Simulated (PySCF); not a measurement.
A GIAO shielding run with PySCF 2.14 (density fitting, non-relativistic, gas phase) on SMILES [C@@H](CC[C@@H](C)[SiH3])(F)C#N, C₆H₁₂FNSi:

```
$ OMP_NUM_THREADS=1 python probes_run.py task.json out

{"job": {"kind": "nmr", "xc": "PBE0", "basis": "pcSseg-1"}, "charge": 0, "multiplicity": 1}
C      1.973825    -1.524669     0.062027
C      1.125704    -0.336262     0.513941
Si     2.075766     1.302188     0.239677
C     -0.224757    -0.378930    -0.205864
C     -1.199807     0.677968     0.302512
C     -2.561858     0.559959    -0.387275
F     -3.371349     1.615581    -0.012079
C     -3.215515    -0.691205    -0.040522
N     -3.714348    -1.676852     0.248227
H      2.184907    -1.462823    -1.003966
H      2.921118    -1.549736     0.594998
H      1.454557    -2.464015     0.249191
H      0.933112    -0.456708     1.585963
H      3.450337     1.131248     0.707686
H      2.067320     1.613260    -1.191996
H      1.446661     2.393370     0.986175
H     -0.673692    -1.368867    -0.067162
H     -0.066249    -0.241123    -1.279381
H     -0.814455     1.680296     0.107327
H     -1.340755     0.571881     1.380865
H     -2.459440     0.622382    -1.481409
```

Hardware: 1 thread of an Arm Neoverse V1, shared host. The job also computes population analyses, field gradients.

(1) How large is the calculation?

(2) How long does it take, and how much memory does it need?

Results:

(1) 78 electrons, 220 basis functions and 1156 auxiliary functions.

(2) 42 s of wall time, with 14 SCF cycles and 5 response iterations; peak memory 0.98 GiB. Times on a shared host scatter by some tens of per cent.
